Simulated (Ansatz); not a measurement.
Ansatz (a quantum-chemistry and plane-wave program) input (HF/6-31G*):

Ansatz 0.2 input:
```yaml
crystal:
  periodic: [false, false, false]
  atoms:
    - {symbol: S, position_ang: [0.06430809, -0.00015672, 0.00085130]}
    - {symbol: H, position_ang: [-1.26900284, 0.00309261, -0.01679879]}
    - {symbol: H, position_ang: [0.06338354, 1.44052683, 0.01180596]}
    - {symbol: H, position_ang: [0.05665313, -1.44081937, -0.01021694]}
    - {symbol: H, position_ang: [0.04092191, -0.01111218, 1.44134532]}
    - {symbol: H, position_ang: [0.07911476, 0.01081964, -1.43975630]}
basis:
  gaussian:
    orbitals: 6-31G*
hamiltonian:
  xc: {name: HF}
magnetization: {spin_polarized: true, initial_magnetization: 1}
phonons: {temperatures: {t_min: 298.15, t_max: 298.15, t_step: 100}}
```

Output:

```
Functional definition: HF
integrals: 0.00 GiB planned
352 factors; integrals over basis functions are off by at most 6.7e-4 eV
mean field: 0.06 GiB planned
mean field evaluation 1: about -10886.8408 eV, gradient 1.0e1 eV
mean field evaluation 2: about -10886.9178 eV, gradient 1.0e1 eV
mean field evaluation 4: about -10887.9375 eV, gradient 1.5e0 eV
mean field evaluation 8: about -10887.9864 eV, gradient 2.0e-1 eV
mean field -10887.98799552 eV, -400.1261786920 hartree, gradient 1.7e-5 eV, S^2 0.763158; 0 other end points of the search recorded, 0 dependent functions left out
the calculation of the forces begins
reference -10887.98799552 eV, -400.1261786920 hartree; 11, 10 occupied and 18, 19 virtual orbitals, 352 factors
these checks for a lower state are left out or cut short: stability, starts, cluster_reference, orbital_swaps, neighbouring_geometries, increment
integrals: 0.00 GiB planned
352 factors; integrals over basis functions are off by at most 6.8e-4 eV
mean field: 0.06 GiB planned
mean field evaluation 16: about -10887.8859 eV, gradient 2.7e-1 eV
mean field -10887.98787969 eV, -400.1261744353 hartree, gradient 2.1e-6 eV, S^2 0.763158; 0 other end points of the search recorded, 0 dependent functions left out
the calculation of the forces begins
reference -10887.98787969 eV, -400.1261744353 hartree; 11, 10 occupied and 18, 19 virtual orbitals, 352 factors
these checks for a lower state are left out or cut short: stability, starts, cluster_reference, orbital_swaps, neighbouring_geometries, increment
integrals: 0.00 GiB planned
352 factors; integrals over basis functions are off by at most 6.7e-4 eV
mean field: 0.06 GiB planned
mean field -10887.98787405 eV, -400.1261742281 hartree, gradient 1.4e-6 eV, S^2 0.763161; 0 other end points of the search recorded, 0 dependent functions left out
the calculation of the forces begins
reference -10887.98787405 eV, -400.1261742281 hartree; 11, 10 occupied and 18, 19 virtual orbitals, 352 factors
these checks for a lower state are left out or cut short: stability, starts, cluster_reference, orbital_swaps, neighbouring_geometries, increment
integrals: 0.00 GiB planned
352 factors; integrals over basis functions are off by at most 6.7e-4 eV
mean field: 0.06 GiB planned
mean field evaluation 32: about -10887.9880 eV, gradient 2.0e-6 eV
mean field -10887.98795641 eV, -400.1261772549 hartree, gradient 2.0e-6 eV, S^2 0.763178; 0 other end points of the search recorded, 0 dependent functions left out
the calculation of the forces begins
reference -10887.98795641 eV, -400.1261772549 hartree; 11, 10 occupied and 18, 19 virtual orbitals, 352 factors
these checks for a lower state are left out or cut short: stability, starts, cluster_reference, orbital_swaps, neighbouring_geometries, increment
integrals: 0.00 GiB planned
352 factors; integrals over basis functions are off by at most 6.8e-4 eV
mean field: 0.06 GiB planned
mean field -10887.98795852 eV, -400.1261773324 hartree, gradient 2.3e-6 eV, S^2 0.763139; 0 other end points of the search recorded, 0 dependent functions left out
the calculation of the forces begins
reference -10887.98795852 eV, -400.1261773324 hartree; 11, 10 occupied and 18, 19 virtual orbitals, 352 factors
these checks for a lower state are left out or cut short: stability, starts, cluster_reference, orbital_swaps, neighbouring_geometries, increment
integrals: 0.00 GiB planned
352 factors; integrals over basis functions are off by at most 6.7e-4 eV
mean field: 0.06 GiB planned
mean field -10887.98798319 eV, -400.1261782391 hartree, gradient 1.2e-6 eV, S^2 0.763151; 0 other end points of the search recorded, 0 dependent functions left out
the calculation of the forces begins
reference -10887.98798319 eV, -400.1261782391 hartree; 11, 10 occupied and 18, 19 virtual orbitals, 352 factors
these checks for a lower state are left out or cut short: stability, starts, cluster_reference, orbital_swaps, neighbouring_geometries, increment
integrals: 0.00 GiB planned
352 factors; integrals over basis functions are off by at most 6.7e-4 eV
mean field: 0.06 GiB planned
mean field -10887.98798472 eV, -400.1261782952 hartree, gradient 2.4e-6 eV, S^2 0.763166; 0 other end points of the search recorded, 0 dependent functions left out
the calculation of the forces begins
reference -10887.98798472 eV, -400.1261782952 hartree; 11, 10 occupied and 18, 19 virtual orbitals, 352 factors
these checks for a lower state are left out or cut short: stability, starts, cluster_reference, orbital_swaps, neighbouring_geometries, increment
integrals: 0.00 GiB planned
352 factors; integrals over basis functions are off by at most 6.7e-4 eV
mean field: 0.06 GiB planned
mean field -10887.98796867 eV, -400.1261777053 hartree, gradient 1.8e-6 eV, S^2 0.763120; 0 other end points of the search recorded, 0 dependent functions left out
the calculation of the forces begins
reference -10887.98796867 eV, -400.1261777053 hartree; 11, 10 occupied and 18, 19 virtual orbitals, 352 factors
these checks for a lower state are left out or cut short: stability, starts, cluster_reference, orbital_swaps, neighbouring_geometries, increment
integrals: 0.00 GiB planned
352 factors; integrals over basis functions are off by at most 6.7e-4 eV
mean field: 0.06 GiB planned
mean field evaluation 64: about -10887.9880 eV, gradient 2.8e-6 eV
mean field -10887.98796787 eV, -400.1261776758 hartree, gradient 2.9e-6 eV, S^2 0.763197; 0 other end points of the search recorded, 0 dependent functions left out
the calculation of the forces begins
reference -10887.98796787 eV, -400.1261776758 hartree; 11, 10 occupied and 18, 19 virtual orbitals, 352 factors
these checks for a lower state are left out or cut short: stability, starts, cluster_reference, orbital_swaps, neighbouring_geometries, increment
integrals: 0.00 GiB planned
352 factors; integrals over basis functions are off by at most 6.7e-4 eV
mean field: 0.06 GiB planned
mean field -10887.98795795 eV, -400.1261773114 hartree, gradient 2.5e-6 eV, S^2 0.763104; 0 other end points of the search recorded, 0 dependent functions left out
the calculation of the forces begins
reference -10887.98795795 eV, -400.1261773114 hartree; 11, 10 occupied and 18, 19 virtual orbitals, 352 factors
these checks for a lower state are left out or cut short: stability, starts, cluster_reference, orbital_swaps, neighbouring_geometries, increment
integrals: 0.00 GiB planned
352 factors; integrals over basis functions are off by at most 6.7e-4 eV
mean field: 0.06 GiB planned
mean field -10887.98795701 eV, -400.1261772768 hartree, gradient 2.2e-6 eV, S^2 0.763214; 0 other end points of the search recorded, 0 dependent functions left out
the calculation of the forces begins
reference -10887.98795701 eV, -400.1261772768 hartree; 11, 10 occupied and 18, 19 virtual orbitals, 352 factors
these checks for a lower state are left out or cut short: stability, starts, cluster_reference, orbital_swaps, neighbouring_geometries, increment
integrals: 0.00 GiB planned
352 factors; integrals over basis functions are off by at most 6.7e-4 eV
mean field: 0.06 GiB planned
mean field -10887.98798097 eV, -400.1261781574 hartree, gradient 2.4e-6 eV, S^2 0.763152; 0 other end points of the search recorded, 0 dependent functions left out
the calculation of the forces begins
reference -10887.98798097 eV, -400.1261781574 hartree; 11, 10 occupied and 18, 19 virtual orbitals, 352 factors
these checks for a lower state are left out or cut short: stability, starts, cluster_reference, orbital_swaps, neighbouring_geometries, increment
integrals: 0.00 GiB planned
352 factors; integrals over basis functions are off by at most 6.7e-4 eV
mean field: 0.06 GiB planned
mean field -10887.98798204 eV, -400.1261781968 hartree, gradient 2.0e-6 eV, S^2 0.763164; 0 other end points of the search recorded, 0 dependent functions left out
the calculation of the forces begins
reference -10887.98798204 eV, -400.1261781968 hartree; 11, 10 occupied and 18, 19 virtual orbitals, 352 factors
Total energy: -10887.98799552 eV, -400.1261786920 hartree
Atom 0 at     0.064308    -0.000157     0.000851 Å, force     0.001967    -0.000005     0.000026 eV/Å
Atom 1 at    -1.269003     0.003093    -0.016799 Å, force    -0.000734     0.000002    -0.000010 eV/Å
Atom 2 at     0.063384     1.440527     0.011806 Å, force    -0.000309    -0.000278    -0.000006 eV/Å
Atom 3 at     0.056653    -1.440819    -0.010217 Å, force    -0.000308     0.000279    -0.000002 eV/Å
Atom 4 at     0.040922    -0.011112     1.441345 Å, force    -0.000304     0.000003    -0.000283 eV/Å
Atom 5 at     0.079115     0.010820    -1.439756 Å, force    -0.000311    -0.000001     0.000275 eV/Å
Dipole moment:    -0.161289     0.000393    -0.002135 e Å
Vibrations: 1134.00 1256.47 1256.48 1295.00 1431.56 1442.40 1442.41 1734.68 1734.69 1936.18 2018.17 2734.72 cm⁻¹, zero-point energy 1.203686 eV
```

The blocks after the first are displaced geometries, from whose forces the wavenumbers follow.
